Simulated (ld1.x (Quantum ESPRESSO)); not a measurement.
# What the settings do to the RRKJ potential of antimony (Sb)

Base potential:

- Element: Sb (Z = 51)
- Generator: ld1.x (Quantum ESPRESSO) 7.5
- Type: norm-conserving RRKJ (Kleinman–Bylander form)
- Functional: LDA (PZ)
- Relativity: scalar-relativistic
- Frozen core: [Kr] 4d10
- Valence charge: 5
- Reference configuration: 5s2 5p3
- Partial waves: 5s (bound): rc 1.75 bohr; 5p (bound): rc 1.95 bohr; 5d channel at 0.45 Ry: rc 1.65 bohr
- Local potential: the d channel
- Core correction: Bessel-smoothed model core inside 1.05 bohr
- rho0: 0.02

Cutoffs, loose and tight: the cutoffs (Ry, on a coarse ladder) from which the occupation-weighted sum of valence levels, in a spherical-Bessel basis at the reference potential, stays within 10 and 1 mRy of its value at 400 Ry. They do not see the model core or the augmentation charge, which bear on the density cutoff. Test errors are all-electron minus pseudo excitation energies from the reference, over the configurations 5s2 5p2; 5s2 5p1; 5s2 5p0; 5s2 5p2.5; 5s0 5p5; 5s2 5p3.3; 5s1 5p0 (two spin-polarised tests are not counted in the largest error). A dash means not determined; rows that change the core or the reference have their own tests. The largest error is taken over the tests solved by every variant that gives reliable tests at all: 5s1 5p0; 5s2 5p0; 5s2 5p2.5; 5s2 5p3.3.

A true bound ghost makes a file unfit for plane-wave use even where its test errors are small: the radial tests pick states by their node count and pass the ghost by. Where a test does run into it, the solver fails or the error is huge.

| change | outcome | cutoff, loose | cutoff, tight | bound ghosts | largest test error (meV) |
| --- | --- | --- | --- | --- | --- |
| base | generated | 40 Ry | 50 Ry | s, p | -478 |
| all radii but the core radius scaled by about 0.74 (s 1.28, p 1.44, d 1.22 bohr) | failed: compute_chi: n is too large | – | – | – | – |
| all radii but the core radius scaled by about 0.85 (s 1.50, p 1.66, d 1.40 bohr) | failed: compute_chi: n is too large | – | – | – | – |
| all radii but the core radius scaled by about 0.90 (s 1.58, p 1.76, d 1.48 bohr) | failed: compute_chi: n is too large | – | – | – | – |
| all radii but the core radius scaled by about 1.07 (s 1.88, p 2.08, d 1.76 bohr) | failed: compute_phi: phi has nodes before r_c | – | – | – | – |
| all radii but the core radius scaled by about 1.14 (s 1.98, p 2.22, d 1.88 bohr) | failed: compute_phi: phi has nodes before r_c | – | – | – | – |
| all radii but the core radius scaled by about 1.21 (s 2.12, p 2.36, d 2.00 bohr) | failed: compute_phi: phi has nodes before r_c | – | – | – | – |

(1) What comes out with this change to the base: all radii but the core radius scaled by about 1.37 (s 2.40, p 2.68, d 2.26 bohr)?

(2) What comes out with this change to the base: all radii but the core radius scaled by about 1.29 (s 2.26, p 2.52, d 2.12 bohr)?

## Answers

(1) outcome: generated; cutoff, loose: 21 Ry; cutoff, tight: 30 Ry; bound ghosts: s, p; largest test error (meV): -505.

(2) outcome: generated; cutoff, loose: 25 Ry; cutoff, tight: 35 Ry; bound ghosts: s, p; largest test error (meV): -405.

Reading the sweep of the scale of all radii but the core radius (base = 1) (base included, trends over the rows without a ghost): Bound ghosts are found at 1, 1.29, 1.37. Every judged row has one, so this setting neither creates nor removes them. The generation fails at 0.74, 0.85, 0.9, 1.07, 1.14, 1.21.
